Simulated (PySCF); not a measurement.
Peak assignment

Geometry (Å), atoms numbered from 1 in this order:
```xyz
15

C     2.542    0.106    0.022
C     1.347    0.057   -0.021
C    -0.116    0.112   -0.093
C    -0.642   -0.932   -1.083
N    -0.629    1.426   -0.447
C    -0.658   -0.212    1.314
F    -0.244   -1.411    1.753
F    -1.993   -0.230    1.358
F    -0.256    0.687    2.226
H     3.590    0.112    0.058
H    -0.228   -0.737   -2.069
H    -0.350   -1.931   -0.769
H    -1.726   -0.865   -1.132
H    -0.342    2.129    0.225
H    -0.299    1.698   -1.365
```

No solvent, equivalent nuclei averaged, relativity neglected, one conformer. NMR shieldings at PBE0/pcSseg-1/GIAO; structure optimised with GFN2-xTB; PySCF 2.14.0 with density-fitted response routines.

Chemical shifts δ = σref − σ; $^{13}$C (186.93 ppm) and $^{1}$H (31.72 ppm) against TMS, all at this level.

(1) Assign these signals to the numbered atoms. $^{13}$C{$^{1}$H} NMR (computed): δ 135.4, 89.1, 81.1, 54.2, 25.8.

(2) Assign these signals to the numbered atoms. $^{1}$H NMR (300 MHz, computed): δ 2.01 (s, 1H), 1.60 (s, 3H), 1.44 (br s, 2H).

Results:

(1) 
135.4 → C6, CF3 carbon: 3 electronegative neighbours deshield it
89.1 → C2, alkyne carbon: the triple bond shields along its axis, which puts it between sp3 and sp2 carbons
81.1 → C1, terminal alkyne carbon: sp carbons lie upfield of alkene carbons because the cylindrical π system leaves one tensor component strongly shielded
54.2 → C3, propargylic fully substituted sp3 carbon bonded to N: pulled downfield by the heteroatom
25.8 → C4, methyl carbon: a saturated carbon with 1 carbon neighbour and no heteroatom attached

(2) 
2.01 → H10, hydrogen on a terminal alkyne carbon: it lies on the axis of the triple bond, in its shielding cone
1.60 → H11/H12/H13, hydrogen on a methyl carbon
1.44 → H14/H15, hydrogen on an amine nitrogen: exchangeable, gas-phase position

The OH or NH signal is concentration- and solvent-dependent in practice; the value given is the gas-phase one. Splittings by $^{19}$F in the carbon and heteronuclear signals aren't shown, as no couplings were computed. Shifts are as computed. Against solution values, carbons near 30 ppm lie about +3 ppm off and those near 130 ppm about +5 ppm. Of 1211 compounds with measured shifts, 218 miss one by over three times the rms of a fit or turn the order of signals round; such compounds aren't used in these exercises. Multiplicities follow the n + 1 count of equivalent neighbours, as no J values were calculated; m marks all less simple cases, F and P coupling included.
